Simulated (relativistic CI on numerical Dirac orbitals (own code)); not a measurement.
## Cr⁶⁺ in a cubic cluster: L2,3 absorption with charge transfer

Computed with a charge-transfer multiplet model of a cubic metal-ligand cluster with up to 2 ligand holes, Slater and spin-orbit integrals from Dirac-Coulomb-Breit ions, Slater integrals scaled by 0.7. The ground state mixes d0 with configurations of k ligand holes L, whose averages lie at kΔ + k(k − 1)U_dd/2; a core hole lowers each added d electron by U_cd. 300 K, Lorentzian 0.4 eV and Gaussian 0.3 eV FWHM.

Atomic integrals in eV (Slater integrals scaled, ζ unscaled), ground: F2dd 8.205, F4dd 5.167, zeta_d 0.039; with the core hole: F2dd 8.205, F4dd 5.167, zeta_d 0.067, zeta_core 5.615, F2cd 6.030, G1cd 4.759, G3cd 2.711. Where a configuration has fewer than two d electrons, the dd integrals are those of d2.

Cluster parameters (eV): Δ = -1.1, U_dd = 5.2, U_cd = 6.2, 10Dq(ligand) = 0.7, V(eg) = 3.55, V(t2g) = -1.78, final-state hopping factor = 0.8.

Weights, n_d and S are thermal averages at 300 K. Photon energies count from the first peak over 30 % of the highest in each spectrum, which can be another peak from case to case. The parameters are a model scan and need not match a compound or its usual spin state. Peaks in eV (height, largest 100): 0.0 (36), 2.9 (86), 5.0 (19), 6.2 (8), 7.0 (7), 8.7 (62), 11.2 (100).

Problem. Which parameters give this spectrum?
A. 10Dq = 0.8 eV
B. 10Dq = 0.2 eV
C. 10Dq = 1.7 eV

Solution. C. 10Dq = 1.7 eV; the ground state then has 1.03 d electrons and S = 0.00. The choice follows from running the model for each set and comparing peak positions and heights. The space is cut while the next configuration still counts.
